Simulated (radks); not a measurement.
The numbers below are computed, except where a source is named.
All-electron atom: Te4+ in [Kr] 4d10 5s2. Code: a radial shooting solver on a logarithmic mesh with Libxc functionals. Model: Dirac Kohn-Sham, PBE, spin-unpolarised, spherical densities, point nucleus.

Normalised radial functions P(r) = r R(r) (large component), r in bohr:

r,3d5/2,4d5/2,5s1/2
0.001106,0.0000,0.0000,0.0270
0.001463,0.0000,0.0000,0.0342
0.001936,0.0000,0.0000,0.0432
0.002541,0.0001,0.0000,0.0537
0.003362,0.0002,0.0001,0.0663
0.004413,0.0004,0.0002,0.0802
0.005839,0.0008,0.0003,0.0954
0.007726,0.0018,0.0008,0.1100
0.01014,0.0040,0.0016,0.1209
0.01342,0.0086,0.0035,0.1245
0.01761,0.0180,0.0074,0.1150
0.0233,0.0378,0.0155,0.0852
0.03083,0.0770,0.0315,0.0302
0.04047,0.1484,0.0606,-0.0462
0.05355,0.2784,0.1131,-0.1336
0.07029,0.4847,0.1955,-0.1948
0.093,0.7967,0.3166,-0.1868
0.1231,1.1930,0.4603,-0.0719
0.1615,1.5817,0.5755,0.1188
0.2137,1.8413,0.5840,0.2824
0.2805,1.8107,0.3961,0.2584
0.3712,1.4479,-0.0259,-0.0114
0.4911,0.8958,-0.5680,-0.3539
0.6446,0.4165,-0.9893,-0.4442
0.8529,0.1288,-1.1107,-0.1179
1.119,0.0259,-0.9164,0.4202
1.481,0.0027,-0.5670,0.8166
1.96,0.0001,-0.2574,0.8172
2.572,0.0000,-0.0828,0.5248
3.404,0.0000,-0.0158,0.2074
4.468,0.0000,-0.0017,0.0479
5.911,0.0000,-0.0001,0.0051

3d5/2: eigenvalue -598.83 eV, 0 radial nodes, <r> = 0.298 bohr, 90 % of the charge inside 0.469 bohr. 4d5/2: eigenvalue -83.948 eV, 1 radial node at r = 0.366 bohr, <r> = 0.964 bohr, 90 % of the charge inside 1.47 bohr. 5s1/2: eigenvalue -53.224 eV, 4 radial nodes at r = 0.0346, 0.137, 0.368, 0.908 bohr, <r> = 1.87 bohr, 90 % of the charge inside 2.67 bohr.
